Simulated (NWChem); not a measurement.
The numbers come from NWChem runs, not from measurements. System: Sb, charge 1, spin multiplicity 3. Its SCF solution wasn't tested for a lower state. Level: ROCCSD(T)/def2-TZVPD with def2 effective core potentials on Sb, 4 core orbitals frozen.

Input file:

```
start mol
memory heap 100 mb stack 700 mb global 1900 mb
charge 1
geometry units angstroms nocenter noautoz
  Sb     0.000000     0.000000     0.000000
  symmetry group D2h
end
basis spherical
  * library def2-tzvpd
end
ecp
  Sb library def2-ecp
end
scf
  rohf
  nopen 2
  maxiter 100
  thresh 1e-7
  semidirect memsize 60000000 filesize 0
  # guess.movecs holds the orbitals of an unrestricted PBE0 run
  vectors input guess.movecs output mol.movecs
end
tce
  freeze core 4
  ccsd(t)
  2eorb
  2emet 13
  thresh 1e-6
  maxiter 100
  tilesize 24
end
task tce energy
```

NWChem printed:

```
             Northwest Computational Chemistry Package (NWChem) 7.3.0
             --------------------------------------------------------

                                NWChem Input Module
                                -------------------

 Scaling coordinates for geometry "geometry" by  1.889725989
 (inverse scale =  0.529177249)

                             Geometry "geometry" -> ""
                             -------------------------

 Output coordinates in angstroms (scale by  1.889725989 to convert to a.u.)

  No.       Tag          Charge          X              Y              Z
 ---- ---------------- ---------- -------------- -------------- --------------
    1 Sb                  51.0000     0.00000000     0.00000000     0.00000000

 Effective nuclear repulsion energy (a.u.)       0.0000000000

            Nuclear Dipole moment (a.u.)
            ----------------------------
        X                 Y               Z
 ---------------- ---------------- ----------------
     0.0000000000     0.0000000000     0.0000000000

      Symmetry information
      --------------------

 Group name             D2h
 Group number             26
 Group order               8
 No. of unique centers     1

      Symmetry unique atoms

     1


 Summary of "ao basis" -> "" (spherical)
 ------------------------------------------------------------------------------
       Tag                 Description            Shells   Functions and Types
 ---------------- ------------------------------  ------  ---------------------
 *                         def2-tzvpd                 on all atoms

 Summary of "ao basis" -> "ao basis" (spherical)
 ------------------------------------------------------------------------------
       Tag                 Description            Shells   Functions and Types
 ---------------- ------------------------------  ------  ---------------------
 Sb                        def2-tzvpd               18       56   7s5p4d2f

                                 NWChem SCF Module
                                 -----------------

  ao basis        = "ao basis"
  functions       =    56
  atoms           =     1
  closed shells   =    10
  open shells     =     2
  charge          =   1.00
  wavefunction    = ROHF
  use symmetry    = T
  symmetry adapt  = T

 Summary of "ao basis" -> "ao basis" (spherical)
 ------------------------------------------------------------------------------
       Tag                 Description            Shells   Functions and Types
 ---------------- ------------------------------  ------  ---------------------
 Sb                        def2-tzvpd               18       56   7s5p4d2f

      Symmetry analysis of basis
      --------------------------

        ag         15
        au          2
        b1g         4
        b1u         9
        b2g         4
        b2u         9
        b3g         4
        b3u         9

 Forming initial guess at       0.1s

      Symmetry analysis of molecular orbitals - initial
      -------------------------------------------------

  Numbering of irreducible representations:

     1 ag          2 au          3 b1g         4 b1u         5 b2g
     6 b2u         7 b3g         8 b3u

  Orbital symmetries:

     1 ag          2 b1u         3 b3u         4 b2u         5 ag
     6 b3g         7 b2g         8 b1g         9 ag         10 ag
    11 b3u        12 b2u        13 b1u        14 ag         15 ag
    16 b1g        17 b3g        18 b2g        19 ag         20 b2u
    21 b3u        22 b1u

 Starting SCF solution at       0.1s

 ----------------------------------------------
         Quadratically convergent ROHF

 Convergence threshold     :          1.000E-07
 Maximum no. of iterations :          100
 Final Fock-matrix accuracy:          1.000E-09
 ----------------------------------------------

              iter       energy          gnorm     gmax       time
             ----- ------------------- --------- --------- --------
                 1     -238.9513179075  4.03D-01  1.15D-01      0.5
                 2     -238.9574224137  1.07D-01  4.86D-02      0.5
                 3     -238.9578730555  8.04D-04  2.72D-04      0.6
                 4     -238.9578730983  4.81D-07  1.89D-07      0.6
                 5     -238.9578730983  2.53D-09  7.65D-10      0.6

       Final ROHF results
       ------------------

         Total SCF energy =   -238.957873098255
      One-electron energy =   -412.467997541921
      Two-electron energy =    173.510124443667
 Nuclear repulsion energy =      0.000000000000

        Time for solution =      0.5s

       Symmetry analysis of molecular orbitals - final
       -----------------------------------------------

  Numbering of irreducible representations:

     1 ag          2 au          3 b1g         4 b1u         5 b2g
     6 b2u         7 b3g         8 b3u

  Orbital symmetries:

     1 ag          2 b1u         3 b3u         4 b2u         5 ag
     6 b3g         7 b2g         8 b1g         9 ag         10 ag
    11 b3u        12 b2u        13 b1u        14 ag         15 ag
    16 b2g        17 b3g        18 b1g        19 ag         20 b1u
    21 b2u        22 b3u

             Final eigenvalues
             -----------------

              1
    1   -6.8397
    2   -4.9151
    3   -4.9017
    4   -4.9017
    5   -1.9433
    6   -1.9385
    7   -1.9385
    8   -1.9240
    9   -1.9240
   10   -0.8989
   11   -0.4047
   12   -0.4047
   13   -0.2835
   14   -0.0925
   15   -0.0354
   16   -0.0341
   17   -0.0341
   18   -0.0283
   19   -0.0283
   20    0.0158
   21    0.0180
   22    0.0180

                       ROHF Final Molecular Orbital Analysis
                       -------------------------------------

 Vector   10  Occ=2.000000D+00  E=-8.989010D-01  Symmetry=ag
              MO Center=  1.1D-20, -1.0D-20,  9.0D-18, r^2= 1.6D+00
   Bfn.  Coefficient  Atom+Function         Bfn.  Coefficient  Atom+Function
  ----- ------------  ---------------      ----- ------------  ---------------
     5      0.852897  1 Sb s                  3     -0.498515  1 Sb s
     2      0.480052  1 Sb s                  6      0.439844  1 Sb s
     4     -0.413753  1 Sb s                  1     -0.237046  1 Sb s

 Vector   11  Occ=1.000000D+00  E=-4.046520D-01  Symmetry=b3u
              MO Center= -5.6D-19,  8.5D-22, -5.6D-30, r^2= 2.3D+00
   Bfn.  Coefficient  Atom+Function         Bfn.  Coefficient  Atom+Function
  ----- ------------  ---------------      ----- ------------  ---------------
    17      0.627242  1 Sb px                11     -0.433301  1 Sb px
    14      0.406194  1 Sb px

 Vector   12  Occ=1.000000D+00  E=-4.046520D-01  Symmetry=b2u
              MO Center= -1.4D-22, -6.1D-19, -1.5D-30, r^2= 2.3D+00
   Bfn.  Coefficient  Atom+Function         Bfn.  Coefficient  Atom+Function
  ----- ------------  ---------------      ----- ------------  ---------------
    18      0.627242  1 Sb py                12     -0.433301  1 Sb py
    15      0.406194  1 Sb py

 Vector   13  Occ=0.000000D+00  E=-2.834968D-01  Symmetry=b1u
              MO Center= -3.8D-19,  2.9D-19,  8.8D-19, r^2= 2.9D+00
   Bfn.  Coefficient  Atom+Function         Bfn.  Coefficient  Atom+Function
  ----- ------------  ---------------      ----- ------------  ---------------
    19      0.538492  1 Sb pz                13     -0.375356  1 Sb pz
    22      0.319568  1 Sb pz                16      0.313087  1 Sb pz

 Vector   14  Occ=0.000000D+00  E=-9.248184D-02  Symmetry=ag
              MO Center= -6.2D-23,  1.4D-20,  5.8D-19, r^2= 1.0D+01
   Bfn.  Coefficient  Atom+Function         Bfn.  Coefficient  Atom+Function
  ----- ------------  ---------------      ----- ------------  ---------------
     7      1.848363  1 Sb s                  6     -1.309834  1 Sb s
     3      0.189080  1 Sb s                  2     -0.161858  1 Sb s
     5     -0.153683  1 Sb s

 Vector   15  Occ=0.000000D+00  E=-3.537466D-02  Symmetry=ag
              MO Center= -2.0D-16, -2.0D-16,  5.7D-16, r^2= 8.9D+00
   Bfn.  Coefficient  Atom+Function         Bfn.  Coefficient  Atom+Function
  ----- ------------  ---------------      ----- ------------  ---------------
    40      0.932906  1 Sb d  0               7     -0.216809  1 Sb s
     6      0.180675  1 Sb s

 center of mass
 --------------
 x =   0.00000000 y =   0.00000000 z =   0.00000000

 moments of inertia (a.u.)
 ------------------
           0.000000000000           0.000000000000           0.000000000000
           0.000000000000           0.000000000000           0.000000000000
           0.000000000000           0.000000000000           0.000000000000

  Mulliken analysis of the total density
  --------------------------------------

    Atom       Charge   Shell Charges
 -----------   ------   -------------------------------------------------------
    1 Sb  23    22.00   0.16 -0.67  1.58  0.93  1.28  0.76 -0.03 -0.46  6.42  0.66  1.19  0.19  9.05  0.93  0.02 -0.00 -0.00  0.00

 Mulliken analysis of the open-shell density
 -------------------------------------------

    Atom       Charge   Shell Charges
 -----------   ------   -------------------------------------------------------
    1 Sb  23     2.00   0.00 -0.00  0.00 -0.00  0.00  0.00 -0.00 -0.01  0.03  0.60  1.19  0.19  0.00  0.00  0.00 -0.00  0.00  0.00

       Multipole analysis of the density wrt the origin
       ------------------------------------------------

     L   x y z        total         open         nuclear
     -   - - -        -----         ----         -------
     0   0 0 0      1.000000     -2.000000     23.000000

     1   1 0 0      0.000000      0.000000      0.000000
     1   0 1 0     -0.000000      0.000000      0.000000
     1   0 0 1      0.000000      0.000000      0.000000

     2   2 0 0    -16.486780     -6.535569      0.000000
     2   1 1 0     -0.000000     -0.000000      0.000000
     2   1 0 1     -0.000000      0.000000      0.000000
     2   0 2 0    -16.486780     -6.535569      0.000000
     2   0 1 1     -0.000000      0.000000      0.000000
     2   0 0 2    -13.145559     -3.266294      0.000000

                   NWChem Extensible Many-Electron Theory Module
                   ---------------------------------------------


            General Information
            -------------------
      Number of processors :     1
         Wavefunction type : Restricted open-shell Hartree-Fock
          No. of electrons :    22
           Alpha electrons :    12
            Beta electrons :    10
           No. of orbitals :   112
            Alpha orbitals :    56
             Beta orbitals :    56
        Alpha frozen cores :     4
         Beta frozen cores :     4
     Alpha frozen virtuals :     0
      Beta frozen virtuals :     0
         Spin multiplicity : triplet
    Number of AO functions :    56
       Number of AO shells :    18
        Use of symmetry is : on
      Symmetry adaption is : on
         Schwarz screening : 0.10D-09

          Correlation Information
          -----------------------
          Calculation type : Coupled-cluster singles & doubles w/ perturbation
   Perturbative correction : (T)
            Max iterations :      100
        Residual threshold : 0.10D-05
     T(0) DIIS level shift : 0.00D+00
     L(0) DIIS level shift : 0.00D+00
     T(1) DIIS level shift : 0.00D+00
     L(1) DIIS level shift : 0.00D+00
     T(R) DIIS level shift : 0.00D+00
     T(I) DIIS level shift : 0.00D+00
   CC-T/L Amplitude update :  5-th order DIIS
                I/O scheme : Global Array Library
        L-threshold :  0.10D-05
        EOM-threshold :  0.10D-05
 no EOMCCSD initial starts read in
 TCE RESTART OPTIONS
 SLICE:      F
 D4D5:       F
 quantumc:   F
 qrotation:  F
 pwtce:      F
 qducc:      F
 nacto:                         0
 nrotv:                         0
 nrot:                          0

            Memory Information
            ------------------
          Available GA space size is     249030528 doubles
          Available MA space size is     104842052 doubles

 Maximum block size supplied by input
 Maximum block size        24 doubles

 tile_dim =     11

 -------------------------------------------------

 Global array virtual files algorithm will be used

 Parallel file system coherency ......... OK

 4-electron integrals stored in orbital form

 v2    file size   =           199723
 4-index algorithm nr.  13 is used
 imaxsize =       30
 imaxsize ichop =        0


CCSD iterations
 ---------------------------------------------------------
 Iter          Residuum       Correlation     Cpu    Wall
 ---------------------------------------------------------
    1   0.1200132763107  -0.2781030602538     1.0     1.0
    2   0.0198418952740  -0.2629800888633     1.0     1.0
    3   0.0067376734408  -0.2670658348467     1.0     1.0
    4   0.0026800509552  -0.2669504652977     1.0     1.0
    5   0.0012305689800  -0.2671627128745     1.0     1.0
    6   0.0002491730979  -0.2672386717084     1.0     1.0
    7   0.0000765782180  -0.2672436845466     1.0     1.0
    8   0.0000301769149  -0.2672427989687     1.7     1.7
    9   0.0000123711275  -0.2672432305718     1.8     1.8
   10   0.0000054918228  -0.2672434394944     1.9     1.9
   11   0.0000010563851  -0.2672436873494     1.8     1.8
   12   0.0000002917553  -0.2672436576359     1.8     1.8
 -----------------------------------------------------------------
 Iterations converged
 CCSD correlation energy / hartree =        -0.267243657635929
 CCSD total energy / hartree       =      -239.225116755890667

 Singles contributions

 Doubles contributions
 CCSD(T)
 Using plain CCSD(T) code
             total no. of tasks         8420
 total no. of tasks / no. procs         8420
                         wl_min            2           1.1
                         wl_max        35937           5.7
        thresh for no. of tasks         8420

 CCSD[T]  correction energy / hartree =        -0.005694425981349
 CCSD[T] correlation energy / hartree =        -0.272938083617278
 CCSD[T] total energy / hartree       =      -239.230811181872014
 CCSD(T)  correction energy / hartree =        -0.005359051699358
 CCSD(T) correlation energy / hartree =        -0.272602709335287
 CCSD(T) total energy / hartree       =      -239.230475807590039

 Task  times  cpu:       23.0s     wall:       23.0s

 Total times  cpu:       23.0s     wall:       23.0s
```
